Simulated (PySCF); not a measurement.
## Correlation energy of Nb⁺ (niobium, charge +1)

[Kr] 4d4, high-spin 5D determinant. Computed with PySCF 2.14 in x2c-TZVPPall (8s6p6d2f1g, 79 functions), with scalar relativity by spin-free X2C-1e. Frozen: [Ar] 3d10; 12 electrons correlated.

```json
{"level": "CCSD", "correlation energy (mhartree)": "-293.84"}
{"level": "(T)", "correlation energy (mhartree)": "-7.10"}
{"level": "CCSD(T)", "correlation energy (mhartree)": "-300.94"}
```

Diagnostics: T1 = 0.017, D1 = 0.0786, largest double amplitude 0.023.

Question: Is a single reference adequate?

Answer: Yes, within this model without spin-orbit coupling: T1 lies below 0.03 and no double amplitude reaches 0.07.

This basis was not built for core-valence correlation, so the inner-shell part is incomplete.
